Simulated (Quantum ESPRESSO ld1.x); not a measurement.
Results of a calculation; reference values are marked as such.
Sr+, 37 electrons, occupied as [Kr] 5s1. Code: ld1.x of Quantum ESPRESSO 7.5. Model: scalar-relativistic Kohn-Sham, LDA (Slater exchange, Perdew-Wang correlation), spin-polarised, spherical densities, point nucleus; open shells are filled with parallel spins first.

X-ray form factor f0, the Fourier transform of the density (f0(0) = 37):

sin(theta)/lambda (1/angstrom),f0 (electrons)
0.05,36.253
0.1,34.443
0.15,32.253
0.2,30.022
0.25,27.869
0.3,25.873
0.4,22.510
0.5,19.873
0.6,17.657
0.8,13.845
1,10.804
1.25,8.241
1.5,6.771
2,5.310
